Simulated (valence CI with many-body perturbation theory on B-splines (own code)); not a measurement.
Values are calculated unless marked as measured or tabulated.
## Re LXXI: what the settings do

Level of theory: relativistic CI+MBPT: three valence electrons over a frozen Dirac-Fock core [He], radial functions for each j: 6 s, 6 p, 5 d, 3 f, 1 g, with the one-electron correlation potential Σ1 (screened to all orders), the two-electron term Σ2, the three-electron term Σ3, Breit, model QED; selected single and double excitations, second order for the rest, scaled by the run's own slope (own B-spline code, finite nucleus).

No measured spectrum was set against this ion. As an estimate, large intervals hold to a few tenths of a per cent, small ones and those within an open d or f shell to about a per cent.

The reference run has the lowest level (2s^2 2p1/2) J=1/2 and an ionisation energy of 19416.5 eV. Its largest variational space holds 3404 state functions.

Levels are named by their leading jj configuration (3d3/2^4 stands for four electrons in 3d with j = 3/2), which in mixed levels can hold well under half, so a name can repeat and another be missing. Letters in brackets count levels of one name in rising energy.

Changed runs:
A. scale of Σ1 1 → 0; scale of Σ2 1 → 0; three-electron term on → off
B. logarithmic knot step 0.27 → 0.33
C. hole-hole ladder in Σ2 on → off
D. correlating orbitals by l 3 3 3 2 1 → 0 0 0 0 0 (bad on purpose)

Excitation energies of the reference run in Ry, and shifts in cm⁻¹:

```tsv
Level	Reference	A	B	C	D
(2s 2p1/2^2) J=1/2	20.41	+4429	+60	-146	+1527
(2s^2 2p3/2) J=3/2	114.34	-1592	+7.1	-23	-1854
(2s 2p1/2 2p3/2) J=3/2 [a]	128.73	+1613	+61	-213	-4896
(2s 2p1/2 2p3/2) J=5/2	131.74	+2195	+62	-213	-1913
(2s 2p1/2 2p3/2) J=1/2	137.21	+4294	+64	-212	+1317
(2s 2p1/2 2p3/2) J=3/2 [b]	137.35	+3672	+62	-213	+2523
(2p1/2^2 2p3/2) J=3/2	158.50	+8459	+106	-117	+4209
(2s 2p3/2^2) J=5/2	244.37	+10	+64	-213	-4811
(2s 2p3/2^2) J=1/2	252.58	+604	+64	-102	+773
(2s 2p3/2^2) J=3/2	252.62	+2228	+65	-213	+1316
(2p1/2 2p3/2^2) J=3/2	269.12	+6222	+106	-213	-1846
(2p1/2 2p3/2^2) J=5/2	270.78	+5842	+105	-213	+1693
Ionisation energy (eV)	19416.5	-0.39	+0.0022	-0.0036	-1.2
```
